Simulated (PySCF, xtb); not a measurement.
Ge(H)2(Me)(vinyl) (C₃H₈Ge), SMILES C=[CH][GeH2][CH3].

GFN2-xTB in xtb at its own geometry gives an orbital gap of 4.92 eV and a dipole moment of 1.08 D.

The structure is a stationary point at PBE0-D3(BJ)/def2-SVP. This is a generated structure with no PubChem entry under its InChIKey; it may be hypothetical. The values are those of a single conformer.

Problem. What does PySCF with HF/def2-TZVP give? (Estimate from the structure and the level; the computed values follow.)

Solution. gap 13.70 eV (levels -10.19 and 3.52 eV), dipole 0.69 D.
